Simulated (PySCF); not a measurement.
**Excitation energy of I²⁺ by level of theory**

I²⁺ [Kr] 4d10 5s2 5p3 (4S) → I²⁺ [Kr] 4d10 5s1 5p4 (4P), as a difference of total energies. Calculation: PySCF 2.14, in def2-TZVPPD with the def2 core potential (28 electrons) (7s6p4d2f, 59 functions); scalar relativity through the core potential. Correlated levels: valence: 4s2 4p6 4d10 frozen; valence and next inner shell: nothing frozen outside the core potential. The calculations carry no spin-orbit coupling.

```tsv
method	excitation energy (eV)
UHF	11.108
LDA	11.729
PBE	11.552
PBE0	11.486
r2SCAN	11.305
LC-wPBE	11.577
MN15	11.659
PBEsol	11.568
PW91	11.565
MP2 (valence)	11.050
SCS-MP2 (valence)	11.038
MP2 (valence and next inner shell)	11.436
SCS-MP2 (valence and next inner shell)	11.345
```

Problem. How much does correlation contribute at MP2 (valence and next inner shell)?

Solution. 11.436 − (11.108) = 0.328 eV, measured against UHF.
